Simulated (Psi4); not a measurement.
Complex: H2 (SMILES [H][H]) (first 2 atoms) with CH4S (SMILES CS); geometry from B3LYP-D3(BJ)/def2-TZVP, rigid monomers moved along the line of their centres of mass till H1···S4 is 3.48 Å.
(charge 0, multiplicity 1):
```json
[
 {"atom": "H", "x (Å)": "0.0296", "y (Å)": "-0.3295", "z (Å)": "0.1544"},
 {"atom": "H", "x (Å)": "0.3783", "y (Å)": "-0.1610", "z (Å)": "-0.4832"},
 {"atom": "C", "x (Å)": "0.8423", "y (Å)": "0.7903", "z (Å)": "3.5321"},
 {"atom": "S", "x (Å)": "-0.7953", "y (Å)": "-0.0091", "z (Å)": "3.5157"},
 {"atom": "H", "x (Å)": "0.8477", "y (Å)": "1.6645", "z (Å)": "4.1796"},
 {"atom": "H", "x (Å)": "1.5352", "y (Å)": "0.0523", "z (Å)": "3.9329"},
 {"atom": "H", "x (Å)": "1.1599", "y (Å)": "1.0604", "z (Å)": "2.5270"},
 {"atom": "H", "x (Å)": "-1.4837", "y (Å)": "1.0329", "z (Å)": "3.0220"}
]
```

These are Psi4 with SAPT0/jun-cc-pV(D+d)Z values and carry that method's errors.

Q: Give the four SAPT terms and the total, and say what mostly holds the pair together.

A: electrostatics -17.2, exchange 18.6, induction -3.8, dispersion -13.1, total -15.4 meV; the largest attraction is electrostatics.
